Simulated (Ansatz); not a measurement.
Ideal-gas functions of C2F4O, SMILES `FC1(F)OC1(F)F` at 500 K and 1 bar, from an Ansatz frequency run at PBE0-D4/def2-TZVP.

Molar mass 116.01 g/mol, point group C2v (symmetry number 2), electronic degeneracy 1, moments of inertia 115.677, 196.975, 258.324 u Å². Harmonic wavenumbers (cm⁻¹, unscaled): 184, 230, 326, 508, 522, 536, 567, 722, 805, 812, 1154, 1215, 1278, 1309, 1644.

Use S(trans) = R[1.5 ln M + 2.5 ln T − 1.1517]; rotational temperatures θ = 24.2544 K / I; S(rot) = R[ln(√π/σ · √(T³/θAθBθC)) + 1.5]; for each mode x = 1.438777 ν̃/T, S = R[x/(eˣ − 1) − ln(1 − e⁻ˣ)] and H = RT x/(eˣ − 1); 1 cm⁻¹ = 0.0119627 kJ/mol; R = 8.31446 J/(mol·K).

Q: By hand: the entropy, in J/(mol·K).

A: Translation 178.9. Rotation: θ = 0.2097, 0.1231, 0.0939 K, giving 114.0. Vibration, mode by mode: 13.70, 11.90, 9.14, 5.86, 5.67, 5.49, 5.11, 3.59, 2.97, 2.92, 1.34, 1.16, 1.01, 0.94, 0.42, in all 71.2. Electronic 0.0. Sum 364.1 J/(mol·K).

Q: By hand: H − E and G − E in kJ/mol, counted from the electronic energy.

A: Zero-point energy ½ × 11812 × 0.0119627 = 70.7; thermal vibration 20.9; translation, rotation and pV give 4 RT = 16.6. H − E = 108.2 kJ/mol, and G − E = 108.2 − 500 × 364.1/1000 = -73.9 kJ/mol.

Vibration gives 20 % of the entropy.
